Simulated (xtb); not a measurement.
C₃F₅ (SMILES FC(F)=[C]C(F)(F)F), doublet, at a GFN2-xTB geometry; GFN1-xTB in xtb.

The xtb input:
```
$ xtb mol.xyz --gfn 1 --uhf 1 --hess --json

# file mol.xyz
8

F      2.08823266    -0.84310013     1.48714242
C      1.34967774    -0.21136558     0.60608940
F      2.10820213     0.63648515    -0.08184707
C      0.07347268    -0.39191493     0.43848846
C     -1.08282283     0.04051778    -0.34952189
F     -1.28492352     1.36519252    -0.24993221
F     -2.21267400    -0.55444525     0.03690842
F     -0.92572232    -0.22895712    -1.65564220
```

Q: Predict the main parts of the log of this xtb run.

A: 
```
   ID    Z sym.   atoms
    1    9 F      1, 3, 6-8
    2    6 C      2, 4, 5

           -------------------------------------------------
          |                Calculation Setup                |
           -------------------------------------------------

           -------------------------------------------------
          |                 G F N 1 - x T B                 |
           -------------------------------------------------

          ...................................................
          :                      SETUP                      :
          :.................................................:
          :  # basis functions                  32          :
          :  # atomic orbitals                  32          :
          :  # shells                           16          :
          :  # electrons                        47          :
          :  # halogen bonds                     0          :
          :  max. iterations                   250          :
          :  Hamiltonian                  GFN1-xTB          :
          :  restarted?                      false          :
          :  GBSA solvation                  false          :
          :  PC potential                    false          :
          :  electronic temp.          300.0000000     K    :
          :  accuracy                    1.0000000          :
          :  -> integral cutoff          0.2500000E+02      :
          :  -> integral neglect         0.1000000E-07      :
          :  -> SCF convergence          0.1000000E-05 Eh   :
          :  -> wf. convergence          0.2000000E-04 e    :
          :  Broyden damping             0.4000000          :
          :  net charge                          0          :
          :  unpaired electrons                  1          :
          ...................................................

 iter      E             dE          RMSdq      gap      omega  full diag
   1    -31.9141878 -0.319142E+02  0.816E+00    5.17       0.0  T
   2    -32.0476102 -0.133422E+00  0.465E+00    4.31       1.0  T
   3    -32.0492772 -0.166699E-02  0.222E+00    4.67       1.0  T
   4    -32.0511572 -0.188000E-02  0.244E-01    4.41       1.0  T
   5    -32.0517111 -0.553900E-03  0.276E-02    4.50       1.3  T
   6    -32.0517183 -0.723683E-05  0.547E-03    4.49       6.5  T
   7    -32.0517185 -0.210505E-06  0.359E-04    4.49      98.4  T
   8    -32.0517185 -0.365006E-09  0.228E-04    4.49     155.0  T
   9    -32.0517185 -0.155921E-09  0.713E-05    4.49     496.1  T
  10    -32.0517185 -0.460574E-10  0.113E-05    4.49    3142.4  T

   *** convergence criteria satisfied after 10 iterations ***

         :::::::::::::::::::::::::::::::::::::::::::::::::::::
         ::                     SUMMARY                     ::
         :::::::::::::::::::::::::::::::::::::::::::::::::::::
         :: total energy             -31.929476652273 Eh    ::
         :: gradient norm              0.013771054197 Eh/a0 ::
         :: HOMO-LUMO gap              4.493266056423 eV    ::
         ::.................................................::
         :: SCC energy               -32.051718509428 Eh    ::
         :: -> electrostatic           0.093299217781 Eh    ::
         :: repulsion energy           0.124302575433 Eh    ::
         :: dispersion energy         -0.002060718278 Eh    ::
         :: halogen bond corr.         0.000000000000 Eh    ::
         :: add. restraining           0.000000000000 Eh    ::
         :: total charge              -0.000000000000 e     ::
         :::::::::::::::::::::::::::::::::::::::::::::::::::::

           -------------------------------------------------
          |                Numerical Hessian                |
           -------------------------------------------------
step length          :   0.00500
SCC accuracy         :   0.30000
Hessian scale factor :   1.00000
frozen atoms in %    :   0.00000    0
[...]
  17:  0.00  18:  0.00  19:  0.00  20:  0.00  21:  0.00  22:  0.00  23:  0.00  24:  0.00
 output can be read by thermo (or use thermo option).
 writing <g98.out> molden fake output.
 recommended (thermochemical) frequency scaling factor: 1.0
           -------------------------------------------------
          |             Thermodynamic Functions             |
           -------------------------------------------------

c1  symmetry found (for desy threshold:  0.10E+00) used in thermo

          ...................................................
          :                      SETUP                      :
          :.................................................:
          :  # frequencies                          18      :
          :  # imaginary freq.                       0      :
          :  linear?                             false      :
          :  only rotor calc.                    false      :
          :  symmetry                               c1      :
          :  rotational number                       1      :
          :  scaling factor                  1.0000000      :
          :  rotor cutoff                   50.0000000 cm⁻¹ :
          :  imag. cutoff                  -20.0000000 cm⁻¹ :
          :.................................................:

    mode    ω/cm⁻¹     T·S(HO)/kcal·mol⁻¹    T·S(FR)/kcal·mol⁻¹   T·S(vib)
   ------------------------------------------------------------------------
       1     37.16    -1.61152 ( 23.37%)    -1.14409 ( 76.63%)    -1.25335
       2     83.04    -1.13823 ( 88.38%)    -0.90608 ( 11.62%)    -1.11126
       3    104.92    -1.00202 ( 95.10%)    -0.83684 (  4.90%)    -0.99392
       4    285.92    -0.44662 ( 99.91%)    -0.53994 (  0.09%)    -0.44671
   ------------------------------------------------------------------------

   temp. (K)  partition function   enthalpy   heat capacity  entropy
                                   cal/mol     cal/K/mol   cal/K/mol   J/K/mol
 298.15  VIB   148.                 2988.879     17.981     18.637
         ROT  0.388E+06              888.752      2.981     28.557
         INT  0.575E+08             3877.632     20.962     47.194
         TR   0.145E+28             1481.254      4.968     40.505
         TOT                        5358.8857    25.9301    87.6990   366.9325

       T/K    H(0)-H(T)+PV         H(T)/Eh          T*S/Eh         G(T)/Eh
   ------------------------------------------------------------------------
    298.15    0.853993E-02    0.355491E-01    0.416686E-01   -0.611955E-02
   ------------------------------------------------------------------------

         :::::::::::::::::::::::::::::::::::::::::::::::::::::
         ::                  THERMODYNAMIC                  ::
         :::::::::::::::::::::::::::::::::::::::::::::::::::::
         :: total free energy         -31.935596206904 Eh   ::
         ::.................................................::
         :: total energy              -31.929476652274 Eh   ::
         :: zero point energy           0.027009133442 Eh   ::
         :: G(RRHO) w/o ZPVE           -0.033128688072 Eh   ::
         :: G(RRHO) contrib.           -0.006119554630 Eh   ::
         :::::::::::::::::::::::::::::::::::::::::::::::::::::

           -------------------------------------------------
          | TOTAL ENERGY              -31.929476652274 Eh   |
          | TOTAL ENTHALPY            -31.893927590839 Eh   |
          | TOTAL FREE ENERGY         -31.935596206904 Eh   |
          | GRADIENT NORM               0.013771065955 Eh/α |
          | HOMO-LUMO GAP               4.493264547776 eV   |
           -------------------------------------------------
########################################################################
[WARNING] Runtime exception occurred
-1- hessian_numhess: Hessian on incompletely optimized geometry!
########################################################################

normal termination of xtb
```
